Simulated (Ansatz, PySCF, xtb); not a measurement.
HF (SMILES F) and C2H4 (SMILES C=C) are pulled apart as rigid monomers along the line of their centres of mass, from the B3LYP-D3(BJ)/def2-TZVP minimum. Starting geometry (charge 0, multiplicity 1):
```xyz
8

F     -0.04402     0.39981    -0.26978
H     -0.01822     0.28339     0.65836
C      0.40679    -0.52995     2.68810
C     -0.32637     0.56683     2.84590
H     -0.04773    -1.50761     2.58251
H      1.48926    -0.49252     2.66788
H      0.12839     1.54333     2.96081
H     -1.40858     0.52821     2.87545
```

Interaction energies with rigid monomers; basis-set methods are counterpoise corrected unless marked otherwise.

Rows in 6-31G*, STO-3G carry no dispersion term and start afresh at each structure (6-31G* with six Cartesian d functions).

Run with Ansatz (a first-principles code); PySCF for 6-31G* rows, STO-3G rows, the dispersion terms; xtb for the GFN methods. Values without a source in brackets are computed.

| H2···C4 (Å) | GFN1-xTB (meV) | HF/STO-3G (no counterpoise) (meV) | PBE-D3(BJ)/def2-TZVPPD (meV) | PBE-D4/def2-TZVPPD (meV) | BP86/6-31G* (no counterpoise) (meV) |
|---|---|---|---|---|---|
| 2.02 | -217.5 | 142.1 | -230.2 | -223.2 | -187.7 |
| 2.23 | -185.4 | 2.1 | -252.6 | -246.1 | -218.2 |
| 2.55 | -114.8 | -43.8 | -210.6 | ? | -186.6 |
| 3.09 | -39.3 | -26.8 | -121.3 | -116.6 | ? |
| 3.96 | -7.9 | -9.3 | -45.3 | -42.3 | -35.2 |

Task: Complete the blanks.

Result: 
- 2.55, PBE-D4/def2-TZVPPD (meV): -204.6
- 3.09, BP86/6-31G* (no counterpoise) (meV): -106.8
